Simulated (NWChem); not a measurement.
A series in which one site is exchanged, each optimised at PBE0/def2-SVP with NWChem, gas phase unless a solvent is named. This build's default masses of Se (78.918 u) and Br (79.917 u) are each other's, which moves their modes by up to 0.6 %. Some are not confirmed as minima by frequencies. def2 effective core potentials on I; no spin-orbit coupling.

A: [CH3][Zn][Cl] (CH3ClZn; site = Cl)
B: [CH3][Zn][Br] (CH3BrZn; site = Br)
C: [CH3][Zn][F] (CH3FZn; site = F)
D: [CH3][Zn][I] (CH3IZn; site = I)

Values for A:

```
Quantity                                             Value
---------------------------------------------------  -----
dipole (D), PBE0/def2-SVP                             2.49
orbital gap (eV), PBE0/def2-SVP                       7.95
static polarisability, PBE0/def2-SVPD (bohr³)         51.1
lowest singlet excitation, PBE0/def2-SVPD, TDA (eV)   6.76
```

Q: How do these values change for the other members?

A: 
| change from A | B | C | D |
|---|---|---|---|
| dipole (D), PBE0/def2-SVP | -0.07 | +0.01 | -0.19 |
| orbital gap (eV), PBE0/def2-SVP | -0.45 | +0.34 | -1.15 |
| static polarisability, PBE0/def2-SVPD (bohr³) | +9.0 | -15.4 | +24.5 |
| lowest singlet excitation, PBE0/def2-SVPD, TDA (eV) | -0.53 | +0.58 | -1.25 |
